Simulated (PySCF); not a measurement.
C5H7F, SMILES CC1=C(F)CC1. Heavy atoms are numbered as in [CH3:1][C:2]1=[C:3]([F:4])[CH2:5][CH2:6]1. Hydrogens are named by the atom that carries them.

Coordinates come from a PBE0-D3(BJ)/def2-SVP optimisation. The structure was generated by enumeration, and PubChem lists no compound with its InChIKey, so it may never have been made.

Calculation: PBE/pcSseg-1 in PySCF.

GIAO shieldings, no solvent; atoms alike by connectivity are averaged. δ = σ(ref) − σ: ¹³C against TMS (σ = 182.0 ppm); ¹⁹F against CFCl3 (σ = 133.6 ppm); ¹H against TMS (σ = 31.49 ppm), references at their B3LYP-D3(BJ)/def2-TZVP geometries, non-relativistic.

Problem. Estimate the chemical shifts. (The exact figures need the calculation; the answer reports its results.)

Solution. 
| nucleus | atoms | count | δ (ppm) |
|---|---|---|---|
| ¹³C | C3 | 1 | 153.9 |
| ¹³C | C2 | 1 | 118.4 |
| ¹³C | C5 (CH2) | 1 | 35.9 |
| ¹³C | C6 (CH2) | 1 | 27.1 |
| ¹³C | C1 (CH3) | 1 | 14.8 |
| ¹⁹F | F4 | 1 | -111.4 |
| ¹H | H on C5 | 2 | 2.93 |
| ¹H | H on C6 | 2 | 2.22 |
| ¹H | H on C1 | 3 | 2.00 |
